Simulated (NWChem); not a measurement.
CH₄Cl₂Si; SMILES C[SiH](Cl)Cl

Program: NWChem. The geometry was optimised at PBE0/def2-SVP. Level: PBE0/def2-SVP with SMD (1 M gas to 1 M solution), gas-phase geometry. Reactions with the solvent are ignored.

Problem. Predict the results for solvent n-hexane. Quantities: solvation free energy (kcal/mol); cavity-dispersion-structure term (kcal/mol); dipole in solution (D).

Solution. 
```json
{
 "solvation free energy (kcal/mol)": "-3.3",
 "cavity-dispersion-structure term (kcal/mol)": "-2.2",
 "dipole in solution (D)": "2.38"
}
```
